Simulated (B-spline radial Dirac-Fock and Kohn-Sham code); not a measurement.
3d3/2 photoionisation of Sr⁷⁺ near threshold

System: Sr⁷⁺ in the configuration [Ar] 3d10 4s2 4p1. The computed 3d3/2 threshold is 253.5 eV; without correlation, outer thresholds are uncertain by 1 to 2 eV. With an open shell the threshold is an average over the terms of the final ion.

Input of the calculation (task.json; shells as n, l, electrons):

```json
{"items": [{
  "Z": 38,
  "q": 7,
  "cfg": [[1, 0, 2], [2, 0, 2], [2, 1, 6], [3, 0, 2], [3, 1, 6], [3, 2, 10], [4, 0, 2], [4, 1, 1]],
  "A": 88,
  "rrms": 4.224,
  "do": ["binding", "quiet", "photo", "scan"],
  "hv": [50.4, 52.5, 75.4, 86.3, 116.0, 159.0, 207.0, 831.0, 1310.0, 1520.0, 2390.0, 2400.0, 2630.0, 2890.0, 2940.0, 3530.0, 6950.0, 7950.0, 8800.0, 34200.0, 49200.0, 61600.0, 64000.0, 136000.0]
}]}
```

Launch: `python xray_run.py task.json out`

Model: a relativistic central-field model (Hartree-Slater potential of the initial state, Latter tail, multipole expansion of the photon field, Dirac-Fock thresholds). Program: a radial B-spline solver. Interchannel coupling and autoionising resonances are not included, so magnitudes near threshold are approximate.

```tsv
kinetic energy (eV)	σ (Mb)	β
1.5	2.06	0.32
1.9	2.05	0.32
2.3	2.05	0.32
2.9	2.04	0.33
3.7	2.04	0.33
4.6	2.03	0.34
5.7	2.02	0.35
7.2	2.01	0.35
9.0	1.99	0.37
11.2	1.97	0.38
14.0	1.94	0.40
17.5	1.91	0.42
21.9	1.87	0.45
27.4	1.82	0.49
34.2	1.76	0.53
42.8	1.69	0.57
53.5	1.60	0.63
66.9	1.50	0.69
83.7	1.38	0.75
104.7	1.24	0.82
130.9	1.08	0.89
163.6	0.918	0.96
204.6	0.746	1.03
255.8	0.583	1.09
319.9	0.436	1.14
400.0	0.313	1.18
```

The cross section shows no minimum in this range. It is largest at the lowest energy, 2.06 Mb. β ranges from 0.32 (at 1.5 eV) to 1.18.

Run: 5.2 s of CPU time on 1 thread of Neoverse-N1 (shared host), peak memory 0.32 GiB.
